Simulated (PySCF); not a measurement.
Polarisability and C₆ of Be²⁺ (beryllium, charge +2)

1s2, closed-shell 1S. Calculation: PySCF 2.14, in def2-TZVPPD (5s4p1d, 22 functions); the non-relativistic Hamiltonian (point nucleus). Coupled (time-dependent) response in atomic units; α is the mean over directions.

```json
{"method": "UHF", "mean α (bohr³)": "0.04107", "C₆ (like pair)": "0.008111", "S(−4)": "0.001237"}
{"method": "PBE", "mean α (bohr³)": "0.04444", "C₆ (like pair)": "0.008898", "S(−4)": "0.001574"}
{"method": "PBE0", "mean α (bohr³)": "0.04345", "C₆ (like pair)": "0.008667", "S(−4)": "0.001471"}
{"method": "PBEsol", "mean α (bohr³)": "0.04487", "C₆ (like pair)": "0.009023", "S(−4)": "0.001609"}
{"method": "revPBE", "mean α (bohr³)": "0.04443", "C₆ (like pair)": "0.008896", "S(−4)": "0.001574"}
```

S(−4) is the Cauchy moment in α(ω) = α(0) + S(−4) ω² + …

α(iu) at PBE:

```json
{"u (hartree)": "0", "α(iu) (bohr³)": "0.04444"}
{"u (hartree)": "0.0500", "α(iu) (bohr³)": "0.04443"}
{"u (hartree)": "0.100", "α(iu) (bohr³)": "0.04442"}
{"u (hartree)": "0.200", "α(iu) (bohr³)": "0.04437"}
{"u (hartree)": "0.300", "α(iu) (bohr³)": "0.04430"}
{"u (hartree)": "0.500", "α(iu) (bohr³)": "0.04405"}
{"u (hartree)": "0.750", "α(iu) (bohr³)": "0.04357"}
{"u (hartree)": "1.00", "α(iu) (bohr³)": "0.04293"}
{"u (hartree)": "1.50", "α(iu) (bohr³)": "0.04123"}
{"u (hartree)": "2.00", "α(iu) (bohr³)": "0.03913"}
{"u (hartree)": "3.00", "α(iu) (bohr³)": "0.03441"}
{"u (hartree)": "5.00", "α(iu) (bohr³)": "0.02564"}
```

A single London oscillator, α(iu) = α/(1 + u²/ω²), gives C₆ = (3/4) ω α². Matching the computed C₆ needs ω = 4 × 0.008898 / (3 × 0.04444²) = 6.01 hartree.

For an ion, C₆ is the dispersion term alone; charge-induced terms of lower order in 1/R come first.
